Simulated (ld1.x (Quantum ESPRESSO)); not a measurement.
## cobalt (Co): excitation energies, all-electron against PAW

cobalt (Co), PAW, made with ld1.x (Quantum ESPRESSO) 7.5 (PBEsol, scalar-relativistic). Core [Ar], reference 3d8 4s1 4p0. Waves: 4s (bound): rcut 1.55, rcutus 2.05 bohr; 4s channel at 1.9 Ry: rcut 1.55, rcutus 2.05 bohr; 4p (bound, empty): rcut 3.90, rcutus 4.15 bohr; 4p channel at 2.35 Ry: rcut 3.90, rcutus 4.15 bohr; 3d (bound): rcut 0.75, rcutus 0.90 bohr; 3d channel at 3.4 Ry: rcut 0.75, rcutus 0.90 bohr. Local part: all-electron potential smoothed inside 3.85 bohr (lloc = -2). Core correction: a·sin(br)/r model core inside 0.74 bohr. Augmentation charge: BESSEL, radius 0.80 bohr.

Energies are relative to the spin-unpolarised reference configuration 3d8 4s1 4p0; without spin polarisation the order of configurations can differ from experiment.

| valence configuration | charge | ΔE all-electron (eV) | error AE − PS (meV) |
| --- | --- | --- | --- |
| 3d7 4s2 4p0 | 0 | 1.214 | -76 |
| 3d7 4s1 4p0 | +1 | 10.259 | -83 |
| 3d7 4s0 4p0 | +2 | 26.956 | -121 |
| 3d6 4s0 4p0 | +3 | 62.793 | -677 |
| 3d8 4s0 4p0 | +1 | 7.636 | -13 |

(1) What are ΔE and the potential's error for 3d7 4s1.5 4p0?

(2) What are ΔE and the potential's error for 3d7 4s0 4p2?

Levels in the configuration 3d6 4s0 4p0:

```
level  all-electron (eV)  pseudo (eV)
   3d            -45.130      -46.083
```

Results:

(1) ΔE = 4.827 eV all-electron; the error (AE − PS) is -77 meV.

(2) ΔE = 10.230 eV all-electron; the error (AE − PS) is -92 meV.
